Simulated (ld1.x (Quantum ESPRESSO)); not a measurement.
# silicon, ultrasoft: configuration errors across variants

silicon (Si), ultrasoft, made with ld1.x (Quantum ESPRESSO) 7.5 (revPBE, non-relativistic). Core [He], reference 2s2 2p6 3s2 3p0.5 (charge +1.5). Waves: 2s (bound): rcut 0.85, rcutus 0.90 bohr; 3s (bound): rcut 0.85, rcutus 0.90 bohr; 2p (bound): rcut 0.75, rcutus 0.80 bohr; 3p (bound): rcut 0.75, rcutus 0.80 bohr; 3d channel at 0.05 Ry: rc 0.70 bohr. Local part: the d channel. Core correction: a·sin(br)/r model core, default radius (core density twice the valence density). Augmentation charge: PSQ, radius 0.60 bohr.

All-electron excitation energies from the reference (eV): (1) 2s2 2p6 3s2 3p2 -14.617; (2) 2s2 2p6 3s2 3p1 -6.885; (3) 2s2 2p6 3s2 3p0 9.094; (4) 2s2 2p6 3s2 3p1.5 -11.700; (5) 2s2 2p6 3s1 3p0 42.903; (6) 2s2 2p5 3s2 3p2 95.426; (7) 2s2 2p6 3s1 3p3 -7.873.

On the changes marked as counting shells twice: ld1.x takes every shell without a wave as core, so the model core holds the marked electrons as well and exchange and correlation see them twice. This cancels in the reference configuration, but the file is broken for other ones, and its errors say nothing about a proper core correction.

The overlap operator is not positive definite (basis up to 400 Ry) in “local potential all-electron potential smoothed inside 0.90 bohr (lloc = -1)”. Such files are unfit for use, however small their errors in these radial tests.

2 further variants failed, have other tests or too few solved ones, and are left out.

The file “type TM; waves now 2p (bound): rc 0.80 bohr; 3d channel at 0.05 Ry: rc 0.70 bohr; 2s (bound): rc 0.90 bohr; local potential the s channel (3p, 3s counted twice)” misses its own reference levels by 0.6 eV.

Errors AE − PS in meV (a dash: test not solved or not reliable):

```tsv
change	(1)	(2)	(3)	(4)	(5)	(6)	(7)	bound ghosts
base	+0.1	0.0	0.0	0.0	-0.4	+89	+0.3	none
type TM; waves now 2p (bound): rc 0.80 bohr; 3d channel at 0.05 Ry: rc 0.70 bohr; 2s (bound): rc 0.90 bohr; local potential the s channel (3p, 3s counted twice)	-195	+2.3	-110	-72	-1453	+261	-681	none
wave 3d channel at 0.05 Ry: rc 0.70 bohr becomes 3d channel at 0.05 Ry: rc 0.68 bohr	+0.1	0.0	0.0	+0.1	-0.4	+89	+0.3	none
local potential all-electron potential smoothed inside 0.90 bohr (lloc = -1)	+0.8	+0.2	+0.2	+0.5	+1.9	+74	+0.3	not determined (overlap not positive)
waves 2p (bound): rcut 0.58, rcutus 0.62 bohr; 3p (bound): rcut 0.58, rcutus 0.62 bohr	+0.1	0.0	0.0	0.0	-0.4	-87	+0.4	none
```

**Question.** Give the same row for: augmentation PSQ, inside the norm-conserving radii.

**Answer.** +1.3, +0.2, +0.4, +0.8, -3.2, -121, +1.4; bound ghosts: none.
